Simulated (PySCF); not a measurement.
C₂H₁₂OSi₃, SMILES C([SiH3])[Si@@H](OC)[SiH3].

The structure is a stationary point at B3LYP-D3(BJ)/def2-SVP. The structure was generated by enumeration; whether it is a known compound was not checked. The values are those of a single conformer.

Level of theory: TDA-PBE/def2-SVPD (PySCF).

Vertical excitations. 

Computed lowest excited states:
```
state  energy (eV)  λ (nm)      f                        main pairs
-----  -----------  ------  -----  --------------------------------
S1            5.70     217  0.002                    HOMO→LUMO 98 %
S2            5.89     210  0.018                  HOMO→LUMO+1 97 %
S3            6.05     205  0.004                  HOMO−1→LUMO 93 %
S4            6.19     200  0.015                HOMO−1→LUMO+1 92 %
S5            6.51     190  0.002                  HOMO→LUMO+2 99 %
S6            6.55     189  0.007                  HOMO→LUMO+3 96 %
T1            5.46     227      0  HOMO→LUMO 79 %, HOMO−1→LUMO 19 %
T2            5.57     223      0  HOMO−1→LUMO 77 %, HOMO→LUMO 20 %
```
Triplets are in the Tamm–Dancoff approximation.
